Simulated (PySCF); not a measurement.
# `C=CC1=C[C@H](C)[C@@H]1F`, C7H9F

Geometry:
```csv
atom,x (Å),y (Å),z (Å)
C1,2.952,-0.054,0.613
C2,2.053,-0.374,-0.313
C3,0.638,-0.389,-0.068
C4,-0.459,-0.639,-0.801
C5,-1.431,-0.363,0.317
C6,-2.314,0.863,0.141
C7,-0.161,-0.144,1.194
F8,-0.045,1.099,1.765
H9,2.657,0.218,1.613
H10,4.007,-0.042,0.401
H11,2.356,-0.633,-1.320
H12,-0.623,-0.932,-1.821
H13,-2.034,-1.221,0.626
H14,-2.827,1.091,1.072
H15,-1.710,1.722,-0.140
H16,-3.054,0.682,-0.635
H17,-0.013,-0.872,1.998
```

Computed, not measured: PySCF, TDDFT PBE0/def2-SVPD circular dichroism and optical rotation, one conformer, gas phase. Geometry: GFN2-xTB.

The molecule is flexible and this is one conformer; a measurement averages over conformers. States above about 6.8 eV (minus the energy of the highest occupied orbital) lie near or above the ionisation threshold and depend on the basis.

(1) What are the CIP labels of the stereocentres?

(2) List the lowest 16 singlet excitations with oscillator and rotatory strengths.

Answers

(1) C5 S, C7 S.

(2) Rotatory strengths R in 10⁻⁴⁰ esu² cm², velocity form and length form (origin at the centre of mass); f in length form.
```
state  E (eV)  λ (nm)       f  R (velocity)  R (length)                                  main
    1    5.55     223   0.605         +50.8       +50.0                        HOMO→LUMO 0.96
    2    6.10     203   0.005          +5.5        +5.4                      HOMO−1→LUMO 0.94
    3    6.41     193   0.010         -22.3       -22.3                      HOMO−2→LUMO 0.91
    4    6.59     188   0.024         -48.8       -47.7                      HOMO→LUMO+1 0.92
    5    6.90     180   0.004         +12.3       +13.1    HOMO→LUMO+2 0.83, HOMO−3→LUMO 0.13
    6    7.13     174   0.017          +1.0        +2.3                      HOMO→LUMO+3 0.83
    7    7.23     171   0.019          +6.3        +6.6    HOMO→LUMO+4 0.53, HOMO−3→LUMO 0.21
    8    7.36     169   0.003         -10.8       -10.6                      HOMO−4→LUMO 0.87
    9    7.57     164   0.013          -2.8        -3.8    HOMO→LUMO+5 0.80, HOMO→LUMO+4 0.12
   10    7.73     160   0.016         +17.5       +16.6    HOMO−3→LUMO 0.42, HOMO→LUMO+4 0.22
   11    7.99     155   0.003          +5.0        +4.1    HOMO−5→LUMO 0.38, HOMO−6→LUMO 0.30
   12    8.02     155   0.008          +5.9        +5.8    HOMO→LUMO+6 0.73, HOMO→LUMO+7 0.17
   13    8.06     154   0.015          -7.6        -7.3    HOMO→LUMO+7 0.72, HOMO→LUMO+6 0.14
   14    8.21     151  0.0004          +2.5        +2.9  HOMO−1→LUMO+1 0.72, HOMO−5→LUMO 0.15
   15    8.38     148   0.030         +23.7       +24.5                    HOMO−2→LUMO+1 0.88
   16    8.42     147   0.010          +6.6        +5.4    HOMO−6→LUMO 0.53, HOMO−5→LUMO 0.30
```

Among the states computed, the strongest CD band (largest |R|) is state 1. The largest dissymmetry factor in size, g = 4R/(D+G), with D and G the electric and magnetic dipole strengths, is +0.093 for state 14 (velocity form, f = 0.0003), among bands with |R| over 0.5. The mirror image has the same energies and oscillator strengths and all R with the opposite sign.
